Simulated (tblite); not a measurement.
hexachlorodisiloxane (Cl6OSi2), singlet, at a GFN2-xTB geometry; tblite 0.6.0 with GFN1-xTB.

Input for tblite:
```
$ tblite run mol.xyz --method gfn1 --charge 0 --spin 0 --efield 0,0,0.1 --json tblite.json --no-restart

# file mol.xyz
9

Cl     2.25161787     0.11558785    -1.77772796
Si     1.56528168     0.36778438     0.07993072
Cl     2.56435863    -0.72295361     1.41720803
Cl     1.47891432     2.29790753     0.58709745
O      0.04941703    -0.20957542     0.10145374
Si    -1.55065934    -0.42979707    -0.04991088
Cl    -2.08761438     0.28356227    -1.83676581
Cl    -2.41439682     0.57475041     1.44354087
Cl    -1.82817662    -2.39916145     0.09418226
```

Question: What does tblite print? Leave out banner, timings and long lists.

Answer: 
```
xTB calculator
 | screened Coulomb repulsion
 | Coulomb electrostatics
 |  * isotropic Klopman-Ohno-Mataga-Nishimoto electrostatics
 |  * onsite third-order electrostatics
 | DFT-D3(BJ) dispersion correction
 | Interactions (1)
 | [1] electric field

halogen bonding energy    0.0000000000000E+00 Eh
repulsion energy          1.3242359720878E-01 Eh
dispersion energy        -8.5842500226392E-03 Eh
interaction energy        0.0000000000000E+00 Eh
number of electrons       5.6000000000000E+01 e
integral cutoff           2.8146159136829E+01 bohr

------------------------------------------------------------
  cycle        total energy    energy error   density error
------------------------------------------------------------
      1     -34.35431610851  -3.4478155E+01   4.3106858E-01
      2     -34.48036084822  -1.2604474E-01   2.3245551E-01
      3     -34.48106811656  -7.0726834E-04   8.4044560E-02
      4     -34.48110724891  -3.9132351E-05   7.9236689E-03
      5     -34.48142503510  -3.1778620E-04   5.2359884E-03
      6     -34.48149632875  -7.1293642E-05   1.2325427E-03
      7     -34.48150378103  -7.4522842E-06   4.9466987E-04
      8     -34.48150559315  -1.8121244E-06   1.2767024E-04
      9     -34.48150571428  -1.2113017E-07   2.6395406E-05
     10     -34.48150569131   2.2970625E-08   5.7326376E-05
     11     -34.48150571846  -2.7146079E-08   1.9653222E-06
------------------------------------------------------------

electronic energy        -3.4605345065646E+01 Eh
total energy             -3.4481505718459E+01 Eh

Post processing:
 | Mayer-Wiberg bond orders

[Info] JSON dump of results written to 'tblite.json'
```
